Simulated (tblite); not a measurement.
Compound: C10H11P.
Z-matrix (Å and degrees, GFN2-xTB geometry), rows numbered from 1:
```
C 
C   1  1.3255
C   2  1.4674  1  124.45
C   3  1.3949  2  117.79  1   -40.78
C   4  1.3744  3  124.39  2  -178.56
P   5  1.7294  4  125.17  3     3.35
C   6  1.7536  5  100.41  4    -2.95
C   7  1.4645  6  114.91  5   178.18
C   8  1.3263  7  124.03  6    34.49
C   7  1.3947  6  124.88  5    -0.30
C  10  1.5066  3  118.60  2    -7.24
H   1  1.0777  2  121.97  3    -2.98
H   1  1.0769  2  121.74  3   178.39
H   2  1.0828  1  119.51  3  -178.75
H   4  1.0826  3  117.31  2     0.62
H   5  1.0832  4  118.52  3  -179.17
H   8  1.0827  7  116.36  6  -143.97
H   9  1.0786  8  121.36  7     2.66
H   9  1.0767  8  121.96  7  -177.97
H  11  1.0873 10  110.55  3  -144.99
H  11  1.0913 10  110.62  3    95.01
H  11  1.0868 10  110.70  3   -25.23
```

Computed values, GFN2-xTB/tblite, gas phase, harmonic and unscaled. Errors from tens to a few hundred cm⁻¹ against measured bands are possible. One conformer, not necessarily the lowest.

Harmonic wavenumbers (cm⁻¹): 57.4, 90.2, 109.5, 122.5, 136.9, 201.9, 254.1, 271.1, 351.0, 363.7, 369.7, 403.5, 414.9, 453.6, 551.4, 573.4, 647.1, 668.2, 676.6, 701.0, 793.8, 838.3, 875.6, 884.2, 894.2, 907.4, 973.3, 1012.7, 1018.4, 1022.3, 1024.3, 1052.8, 1099.5, 1179.2, 1207.5, 1250.6, 1284.3, 1289.9, 1352.4, 1375.8, 1397.2, 1404.0, 1416.6, 1465.3, 1482.4, 1506.5, 1541.2, 1667.6, 1679.3, 2985.8, 3035.8, 3036.0, 3045.7, 3046.4, 3048.6, 3052.5, 3087.9, 3100.2, 3123.5, 3124.7.

A = 1679, B = 744.4, C = 527.9 MHz; mass 162.060 u (most abundant isotopes); point group C1, symmetry number 1.

What is the zero-point energy?

Half the sum of the wavenumbers: 38001 cm⁻¹ = 454.59 kJ/mol.

Give the ideal-gas entropy at 500 K and 1 bar in the rigid-rotor, harmonic-oscillator model (classical rotation).

Translation 183.06, rotation 134.34, vibration 242.35: S = 559.8 J/(mol K).

And Cp and H(500 K) − H(0)?

Cp = 282.37 J/(mol K), of which vibrations give 249.11 (their classical limit is 60 R = 498.9); H(500 K) − H(0) = 80.75 kJ/mol without the zero-point energy, 64.12 from vibrations.

How do the functions run with temperature in this model?

```tsv
T (K)	S (J/(mol K))	Cp (J/(mol K))	H − H(0) (kJ/mol)	G − H(0) (kJ/mol)	ln q(vib)
150	338.8	110.6	10.45	-40.37	3.01
250	407.6	163.5	24.14	-77.75	6.00
298.15	438.6	189.2	32.64	-98.13	7.48
400	501.5	240.1	54.56	-146.03	10.63
600	614.4	316.8	110.77	-257.86	16.79
900	757.6	388.1	217.46	-464.38	25.53
```

q(vib) and H(0) count from the zero-point level.

Blend soft modes into free rotors: weight 1/[1 + (100 cm⁻¹/ν̃)⁴] for the oscillator and the rest for a rotor with moment μB/(μ + B), μ = h/(8π²ν), B = 10⁻⁴⁴ kg m². What vibrational entropy results?

229.37 J/(mol K) in place of 242.35, which changes −T·S at 500 K by +6.49 kJ/mol.

What must be added to the electronic energy to get the Gibbs energy at 500 K and 1 bar?

ZPE + [H(500 K) − H(0)] − T·S = 454.59 + 80.75 − 279.88 = 255.46 kJ/mol.

Hindered rotation and anharmonicity are outside this model. Other conformers, if any are populated, would add a mixing term that is left out. The structure is chiral; the term R ln 2 for an equal mix with its mirror image is left out.
